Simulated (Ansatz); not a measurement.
Results of the Gaussian-basis code of Ansatz.

A structure relaxed at PBE0-D4/def2-TZVP, charge 0, multiplicity 1:

```tsv
atom	x (Å)	y (Å)	z (Å)
Al1	-0.9533	-1.5010	-0.2058
C2	-0.1312	0.2619	-0.5285
C3	0.7367	0.7546	0.5909
I4	1.6298	2.7017	0.2120
H5	-0.6772	-2.2763	1.1526
H6	-1.8898	-2.1230	-1.3254
H7	0.4348	0.1932	-1.4656
H8	-0.9436	0.9685	-0.7378
H9	0.1966	0.9034	1.5236
H10	1.5971	0.1171	0.7840
```

**Question.** Give its formula and SMILES.

**Answer.** C2H6AlI, `[AlH2][CH2]CI`.

**Question.** Point group (tolerance 0.08 Å, 0.16 Å for H)?

**Answer.** Cs.

**Question.** Summarise the bond lengths by kind.

**Answer.** 1 × Al–C 1.972 Å; 2 × Al–H 1.587 to 1.588 Å; 1 × C–C 1.500 Å; 4 × C–H 1.088 to 1.097 Å; 1 × C–I 2.175 Å.
